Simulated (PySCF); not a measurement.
Solvent effects on NMR parameters

Geometry (Å), atoms numbered from 1 in this order:
```xyz
16

C    -2.7180    0.1049    0.3516
N    -1.3106    0.4260    0.3015
Si   -0.3341    0.3122   -1.1345
Si    1.8889    0.4309   -0.4026
C     2.2433   -0.9965    0.7771
H    -2.9210   -0.7749   -0.2797
H    -3.0287   -0.1606    1.3760
H    -3.3846    0.9175    0.0005
H    -1.0342    1.1283    0.9798
H    -0.6131    1.3424   -2.1987
H    -0.6268   -1.0177   -1.7617
H     2.8377    0.4190   -1.5621
H     2.0774    1.7376    0.3124
H     3.2320   -0.8941    1.2492
H     1.4768   -1.0237    1.5666
H     2.2120   -1.9574    0.2416
```

GIAO PBE0/pcSseg-1 in PySCF on one PBE0-D3(BJ)/def2-SVP conformer, non-relativistic, equivalent nuclei averaged. Solvents enter as an IEF-PCM continuum (benzene with ε = 2.3, chloroform with ε = 4.7) around the gas-phase geometry. Shifts are referred to TMS computed in the same medium.

Gas phase, δ in ppm: C1 35.4, C5 -10.4, Si3 -42.4, Si4 -73.7, H10/H11 4.77, H12/H13 3.78, H6/H7/H8 2.70, H14/H15/H16 0.29, H9 -0.89. Dipole moment 1.28 D.

Task: How does each δ change in the continuum?

Result: 
```
      atoms                               environment  Δδ, benzene  Δδ, chloroform
         C1                 methyl carbon bonded to N         +0.2            +0.3
         C5                methyl carbon bonded to Si         +0.1            +0.1
        Si3              silicon bonded to N, Si, 2 H         -0.2            -0.4
        Si4              silicon bonded to C, Si, 2 H         +0.4            +0.6
    H10/H11     hydrogen on a silicon bonded to N, Si        -0.05           -0.09
    H12/H13     hydrogen on a silicon bonded to C, Si        -0.05           -0.07
   H6/H7/H8   hydrogen on a methyl carbon bonded to N        +0.01           +0.02
H14/H15/H16  hydrogen on a methyl carbon bonded to Si        +0.03           +0.04
         H9    hydrogen on a nitrogen bonded to C, Si        +0.26           +0.42
```

Changes are relative to the gas phase. The dipole moment becomes 1.43 D in benzene, 1.51 D in chloroform.

Task: Which of the listed nuclei move most (in ppm), and what does the model miss? (N and O are left out, as their reference compounds move with the solvent too.)

Result: Si4 (silicon bonded to C, Si, 2 H, +0.6 ppm) in chloroform. A continuum only polarises the solute; specific hydrogen bonds, the anisotropy of aromatic solvents and changes of geometry or conformer are outside it.
